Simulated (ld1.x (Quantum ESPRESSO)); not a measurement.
# oxygen (O): excitation energies, all-electron against TM semilocal

* Element: O
* Generator: ld1.x (Quantum ESPRESSO) 7.5
* Type: norm-conserving Troullier–Martins (semilocal form)
* Functional: PBE
* Relativity: non-relativistic
* Frozen core: [He]
* Valence charge: 6
* Reference configuration: 2s2 2p4
* Partial waves: 2s (bound): rc 0.80 bohr; 3d channel at -0.1 Ry: rc 1.55 bohr; 2p (bound): rc 1.65 bohr
* Local potential: the p channel
* Core correction: none

Energies are relative to the spin-unpolarised reference configuration 2s2 2p4; without spin polarisation the order of configurations can differ from experiment.

Question: Give the all-electron excitation energy and the error of the potential for: 2s2 2p3; 2s2 2p2; 2s2 2p1; 2s0 2p6; 2s1 2p4; 2s2 2p3.5; 2s2 2p0.

Answer:

| valence configuration | charge | ΔE all-electron (eV) | error AE − PS (meV) |
| --- | --- | --- | --- |
| 2s2 2p3 | +1 | 16.439 | +3.9 |
| 2s2 2p2 | +2 | 50.033 | +173 |
| 2s2 2p1 | +3 | 103.905 | +970 |
| 2s0 2p6 | 0 | 29.828 | +21 |
| 2s1 2p4 | +1 | 31.609 | -90 |
| 2s2 2p3.5 | +0.5 | 6.290 | -1.8 |
| 2s2 2p0 | +4 | 180.807 | +3177 |
